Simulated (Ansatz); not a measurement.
A trace of molecular dynamics of C$_{2}$H$_{8}$AlNSi (13 atoms, charge 0, multiplicity 1).

Computed with Ansatz, UKS B3LYP-D4/STO-3G.

```json
{
 "ensemble": "NVE (velocity Verlet)",
 "starting velocities drawn for": "500 K",
 "seed": "208727"
}
```

| time (fs) | T (K) | potential energy less start (eV) | conserved less start (meV/atom) |
| --- | --- | --- | --- |
| 0.0 | 500 | 0.000 | 0.00 |
| 6.0 | 285 | 0.312 | 0.41 |
| 12.0 | 178 | 0.466 | 0.60 |
| 18.0 | 298 | 0.294 | 0.49 |
| 24.0 | 281 | 0.317 | 0.48 |
| 30.0 | 245 | 0.368 | 0.45 |
| 36.0 | 260 | 0.350 | 0.68 |
| 42.0 | 235 | 0.387 | 0.74 |
| 48.0 | 230 | 0.392 | 0.60 |
| 54.0 | 202 | 0.430 | 0.48 |
| 60.0 | 227 | 0.394 | 0.42 |
| 66.0 | 282 | 0.318 | 0.53 |
| 72.0 | 278 | 0.325 | 0.71 |
| 78.0 | 223 | 0.402 | 0.63 |
| 84.0 | 142 | 0.518 | 0.61 |
| 90.0 | 230 | 0.391 | 0.59 |
| 96.0 | 270 | 0.336 | 0.71 |
| 102.0 | 176 | 0.473 | 0.93 |
| 108.0 | 177 | 0.469 | 0.74 |
| 114.0 | 288 | 0.308 | 0.50 |
| 120.0 | 285 | 0.313 | 0.54 |
| 126.0 | 201 | 0.434 | 0.64 |
| 132.0 | 193 | 0.445 | 0.63 |
| 138.0 | 283 | 0.314 | 0.45 |
| 144.0 | 360 | 0.202 | 0.30 |
| 150.0 | 332 | 0.245 | 0.42 |

Task: Can this run be trusted? Judge the integration.

Result: The conserved energy stayed within 0.93 meV per atom of its start (net change 0.42 meV per atom), so the integration is sound. The temperature averaged 0.49 of the 500 K drawn at the start: a run that starts near a minimum puts about half its kinetic energy into the potential. A run of 0.15 ps of so small a system gives no equilibrium averages. Limits of this set-up: minimal basis. The time step was 1 fs.

The run took 9.9 min on 1 thread of Arm Neoverse V2 (shared host), peak memory 0.15 GiB.
